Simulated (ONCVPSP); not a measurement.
**Transferability test, ONCV potential for Ba (Z = 56)**

ONCVPSP 4.0.1 input, shortened (lines: element, Z, core and valence counts, functional; n l f; lmax; l rc ep ncon nbas qcut; lloc lpopt rc5 dvloc0; l nproj debl; icmod fcfact rcfact), LDA (Perdew-Zunger), scalar-relativistic:

```
  Ba 56.00    9    3        3      upf
    1    0    2.00
    2    0    2.00
    2    1    6.00
    3    0    2.00
    3    1    6.00
    3    2   10.00
    4    0    2.00
    4    1    6.00
    4    2   10.00
    5    0    2.00
    5    1    6.00
    6    0    1.50
    3
    0    2.90    0.00    4    7    5.00
    1    1.90    0.00    4    8    4.90
    2    2.95    0.24    3    6    2.70
    3    2.75    0.20    5    9    4.60
    4    5    1.35    0.00
    0    3    3.20
    1    2    0.90
    2    2    3.40
    3    1    2.20
    0    0.00    0.00
```

In the d channel the program set the typed energies aside and used 0.050, 3.450 Ha. In the f channel the program set the typed energies aside and used -0.044 Ha.

Energies are relative to the spin-unpolarised reference configuration 5s2 5p6 6s1.5; without spin polarisation the order of configurations can differ from experiment.

```
valence configuration  charge  ΔE all-electron (eV)  error AE − PS (meV)
          5s2 5p6 6s2       0                -2.211                 +0.2
          5s2 5p6 6s1      +1                 3.332                 -0.4
```

Q: What are ΔE and the potential's error for 5s2 5p6 6s0?

A: ΔE = 13.502 eV all-electron; the error (AE − PS) is -2.5 meV.

Q: What are ΔE and the potential's error for 5s2 5p6 5d1 6s1?

A: ΔE = -0.861 eV all-electron; the error (AE − PS) is -4.5 meV.

Levels in the configuration 5s2 5p6 6s2:

```csv
level,all-electron (eV),pseudo (eV)
5s,-33.799,-33.795
5p,-18.803,-18.803
6s,-3.351,-3.351
```

Note: ghosts flagged at negative energy: d at -63.8 eV; GHOST(+) flagged for s at 30.0 eV, p at 92.5 eV. A true bound ghost makes a file unfit for plane-wave use.
